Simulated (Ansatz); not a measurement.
Which isomer of C2H4Be gives these data?

These gas-phase data were calculated for one isomer of C2H4Be at PBE0-D3(BJ)/pcseg-1 (harmonic, unscaled wavenumbers; equilibrium rotational constants with average atomic masses):

- rotational constants: 27.4, 19.65, 13.41 GHz
- all wavenumbers above 1500 cm⁻¹: 3190, 3175, 3113, 3105

Candidates:

(1) `[BeH][CH]=C`, a singlet
(2) `[Be]1[CH2][CH2]1`, a singlet

Q: Which structure fits?

A: Candidate (2). 4 modes lie between 2750 and 3290 cm⁻¹, one for each C–H bond, while (1) has 3.

The same quantities for all candidates:

```
     rotational constants (GHz)   wavenumbers above 1500 cm⁻¹  E above the lowest, PBE0-D3(BJ)/pcseg-1 (kcal/mol)
(1)         57.62, 10.14, 8.621  3209, 3130, 3114, 2180, 1658                                                 0.0
(2)          27.4, 19.65, 13.41        3190, 3175, 3113, 3105                                                35.8
```

Harmonic stretches to hydrogen usually lie a few per cent above observed fundamentals. Programs: Ansatz 0.2.0.
